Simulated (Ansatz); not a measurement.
A short molecular-dynamics run on the cluster Ca₂O₃H₂ (the lowest singlet isomer of a short search).

```yaml
crystal:
  periodic: [false, false, false]
  atoms:
    - {symbol: Ca, position_ang: [0.439894, -1.994243, 0.281295]}
    - {symbol: Ca, position_ang: [-0.598344, 1.914402, -0.400953]}
    - {symbol: O, position_ang: [1.690266, -3.551413, -0.096607]}
    - {symbol: O, position_ang: [-0.102325, -0.048211, -0.070389]}
    - {symbol: O, position_ang: [-1.622033, 3.583026, 0.144809]}
    - {symbol: H, position_ang: [2.343768, -4.204914, -0.359400]}
    - {symbol: H, position_ang: [-2.151236, 4.301352, 0.501255]}
basis:
  gaussian: {orbitals: def2-SVP}
hamiltonian: {xc: {name: revPBE}}
md: {timestep: 1 fs, n_steps: 15, ensemble: nvt_nose_hoover, temperature: 700, initial_velocities: maxwell_boltzmann, seed: 149}
scf: {omitted_lower_state_checks: [starts]}
```

```sh
$ ansatz run in.yaml --threads 4 --pin off --events-out ev --progress --plain --max-ram 3916MiB
```

| step | time (fs) | potential energy (eV) | kinetic (eV) | T (K) | conserved (eV) |
| --- | --- | --- | --- | --- | --- |
| 0 | 0.0 | -43038.1283 | 0.4524 | 700 | -43037.6759 |
| 1 | 1.0 | -43038.1160 | 0.4419 | 684 | -43037.6741 |
| 2 | 2.0 | -43038.0736 | 0.4035 | 624 | -43037.6701 |
| 3 | 3.0 | -43038.0604 | 0.3912 | 605 | -43037.6692 |
| 4 | 4.0 | -43038.0895 | 0.4170 | 645 | -43037.6725 |
| 5 | 5.0 | -43038.1117 | 0.4356 | 674 | -43037.6761 |
| 6 | 6.0 | -43038.0788 | 0.4060 | 628 | -43037.6729 |
| 7 | 7.0 | -43038.0395 | 0.3719 | 575 | -43037.6678 |
| 8 | 8.0 | -43038.0586 | 0.3862 | 598 | -43037.6726 |
| 9 | 9.0 | -43038.0749 | 0.3993 | 618 | -43037.6759 |
| 10 | 10.0 | -43038.0394 | 0.3673 | 568 | -43037.6725 |
| 11 | 11.0 | -43037.9966 | 0.3278 | 507 | -43037.6692 |
| 12 | 12.0 | -43037.9957 | 0.3264 | 505 | -43037.6699 |
| 13 | 13.0 | -43038.0261 | 0.3527 | 546 | -43037.6740 |
| 14 | 14.0 | -43038.0278 | 0.3527 | 546 | -43037.6759 |
| 15 | 15.0 | -43037.9800 | 0.3106 | 481 | -43037.6703 |

Velocities are drawn at the set temperature; a run this short doesn't reach equilibrium.

Frames (Å, forces in eV/Å):

```xyz
7
time=0.0 fs
Ca    0.440   -1.994    0.281   -0.047   -0.054    0.061
Ca   -0.598    1.914   -0.401    0.040    0.042   -0.075
O     1.690   -3.551   -0.097   -0.215    0.185    0.096
O    -0.102   -0.048   -0.070   -0.003    0.000   -0.001
O    -1.622    3.583    0.145    0.168   -0.205   -0.129
H     2.344   -4.205   -0.359    0.298   -0.285   -0.123
H    -2.151    4.301    0.501   -0.242    0.317    0.170
7
time=1.0 fs
Ca    0.439   -1.992    0.286   -0.036   -0.087    0.065
Ca   -0.594    1.912   -0.400    0.017    0.100   -0.061
O     1.688   -3.545   -0.102    0.175   -0.245   -0.052
O    -0.103   -0.053   -0.082   -0.020    0.054   -0.003
O    -1.623    3.582    0.145   -0.720    0.877    0.442
H     2.336   -4.221   -0.364   -0.086    0.123    0.027
H    -2.199    4.302    0.517    0.670   -0.821   -0.417
7
time=2.0 fs
Ca    0.438   -1.990    0.292   -0.025   -0.119    0.068
Ca   -0.590    1.910   -0.399   -0.008    0.159   -0.047
O     1.687   -3.538   -0.107    0.484   -0.619   -0.170
O    -0.105   -0.058   -0.093   -0.038    0.106   -0.006
O    -1.625    3.582    0.145   -1.267    1.400    0.760
H     2.326   -4.236   -0.368   -0.389    0.477    0.147
H    -2.240    4.294    0.528    1.244   -1.404   -0.753
7
time=3.0 fs
Ca    0.437   -1.987    0.297   -0.013   -0.154    0.072
Ca   -0.586    1.908   -0.397   -0.036    0.224   -0.034
O     1.685   -3.532   -0.112    0.585   -0.783   -0.206
O    -0.106   -0.063   -0.105   -0.055    0.155   -0.008
O    -1.628    3.582    0.146   -1.367    1.355    0.791
H     2.314   -4.246   -0.371   -0.487    0.625    0.185
H    -2.270    4.273    0.532    1.372   -1.421   -0.800
7
time=4.0 fs
Ca    0.436   -1.985    0.302    0.002   -0.189    0.076
Ca   -0.582    1.906   -0.396   -0.065    0.294   -0.023
O     1.684   -3.527   -0.117    0.451   -0.678   -0.146
O    -0.107   -0.067   -0.116   -0.071    0.200   -0.009
O    -1.631    3.583    0.147   -0.970    0.795    0.532
H     2.296   -4.251   -0.372   -0.353    0.508    0.128
H    -2.286    4.239    0.528    1.006   -0.929   -0.558
7
time=5.0 fs
Ca    0.434   -1.983    0.307    0.017   -0.225    0.080
Ca   -0.577    1.904   -0.395   -0.094    0.366   -0.013
O     1.683   -3.521   -0.123    0.135   -0.335   -0.010
O    -0.108   -0.072   -0.128   -0.085    0.240   -0.010
O    -1.635    3.585    0.149   -0.040   -0.208   -0.012
H     2.275   -4.250   -0.372   -0.039    0.158   -0.006
H    -2.292    4.195    0.519    0.107    0.005   -0.029
7
time=6.0 fs
Ca    0.433   -1.981    0.313    0.033   -0.259    0.082
Ca   -0.573    1.902   -0.394   -0.120    0.431   -0.005
O     1.682   -3.516   -0.128   -0.231    0.100    0.150
O    -0.109   -0.076   -0.140   -0.099    0.275   -0.010
O    -1.639    3.586    0.150    1.171   -1.322   -0.677
H     2.254   -4.248   -0.372    0.322   -0.282   -0.162
H    -2.298    4.152    0.510   -1.077    1.055    0.622
7
time=7.0 fs
Ca    0.432   -1.979    0.318    0.048   -0.285    0.084
Ca   -0.569    1.900   -0.393   -0.139    0.483    0.002
O     1.681   -3.511   -0.133   -0.449    0.376    0.251
O    -0.111   -0.080   -0.151   -0.111    0.306   -0.010
O    -1.642    3.587    0.151    1.816   -1.815   -1.003
H     2.236   -4.249   -0.374    0.536   -0.563   -0.259
H    -2.314    4.119    0.507   -1.701    1.498    0.937
7
time=8.0 fs
Ca    0.431   -1.977    0.323    0.059   -0.302    0.083
Ca   -0.565    1.898   -0.392   -0.153    0.519    0.005
O     1.680   -3.506   -0.139   -0.392    0.294    0.233
O    -0.112   -0.084   -0.163   -0.120    0.329   -0.009
O    -1.644    3.587    0.152    1.228   -1.317   -0.677
H     2.223   -4.255   -0.378    0.475   -0.486   -0.238
H    -2.346    4.100    0.513   -1.098    0.964    0.603
7
time=9.0 fs
Ca    0.430   -1.975    0.328    0.068   -0.312    0.080
Ca   -0.561    1.897   -0.391   -0.163    0.542    0.008
O     1.679   -3.501   -0.144   -0.116   -0.103    0.118
O    -0.114   -0.088   -0.174   -0.128    0.347   -0.006
O    -1.646    3.585    0.152   -0.032   -0.420   -0.033
H     2.215   -4.266   -0.384    0.198   -0.096   -0.118
H    -2.389    4.090    0.524    0.173    0.043   -0.048
7
time=10.0 fs
Ca    0.429   -1.973    0.334    0.075   -0.315    0.075
Ca   -0.557    1.895   -0.390   -0.173    0.561    0.009
O     1.677   -3.495   -0.149    0.191   -0.571   -0.018
O    -0.115   -0.092   -0.186   -0.134    0.358   -0.001
O    -1.647    3.584    0.152   -1.082    0.228    0.480
H     2.208   -4.277   -0.391   -0.113    0.367    0.021
H    -2.430    4.081    0.535    1.235   -0.627   -0.566
7
time=11.0 fs
Ca    0.428   -1.971    0.339    0.083   -0.316    0.068
Ca   -0.553    1.894   -0.388   -0.184    0.581    0.010
O     1.676   -3.490   -0.154    0.375   -0.876   -0.101
O    -0.117   -0.095   -0.197   -0.137    0.361    0.006
O    -1.649    3.583    0.153   -1.578    0.461    0.706
H     2.200   -4.286   -0.399   -0.301    0.670    0.110
H    -2.459    4.065    0.541    1.742   -0.881   -0.797
7
time=12.0 fs
Ca    0.427   -1.970    0.345    0.091   -0.315    0.057
Ca   -0.549    1.893   -0.387   -0.196    0.607    0.009
O     1.675   -3.485   -0.159    0.366   -0.897   -0.099
O    -0.118   -0.098   -0.209   -0.137    0.356    0.015
O    -1.652    3.582    0.153   -1.474    0.318    0.643
H     2.190   -4.287   -0.405   -0.301    0.694    0.113
H    -2.472    4.042    0.539    1.650   -0.763   -0.739
7
time=13.0 fs
Ca    0.426   -1.968    0.350    0.101   -0.313    0.043
Ca   -0.545    1.891   -0.386   -0.208    0.637    0.008
O     1.674   -3.481   -0.164    0.172   -0.620   -0.006
O    -0.120   -0.101   -0.220   -0.135    0.343    0.028
O    -1.656    3.581    0.155   -0.737   -0.161    0.290
H     2.176   -4.282   -0.410   -0.118    0.426    0.027
H    -2.468    4.011    0.530    0.926   -0.312   -0.390
7
time=14.0 fs
Ca    0.425   -1.966    0.355    0.111   -0.308    0.026
Ca   -0.541    1.891   -0.385   -0.219    0.666    0.006
O     1.673   -3.478   -0.169   -0.138   -0.143    0.148
O    -0.122   -0.104   -0.232   -0.131    0.323    0.042
O    -1.661    3.580    0.156    0.580   -0.887   -0.314
H     2.162   -4.273   -0.415    0.178   -0.039   -0.119
H    -2.456    3.977    0.517   -0.380    0.387    0.211
7
time=15.0 fs
Ca    0.424   -1.965    0.361    0.121   -0.299    0.005
Ca   -0.537    1.890   -0.384   -0.226    0.687    0.002
O     1.672   -3.474   -0.174   -0.421    0.308    0.296
O    -0.124   -0.107   -0.244   -0.126    0.299    0.060
O    -1.665    3.578    0.157    1.919   -1.539   -0.906
H     2.149   -4.265   -0.421    0.446   -0.477   -0.258
H    -2.448    3.946    0.506   -1.712    1.020    0.801
```

It took 15 s on 4 threads of Arm Neoverse V2 on a shared host.
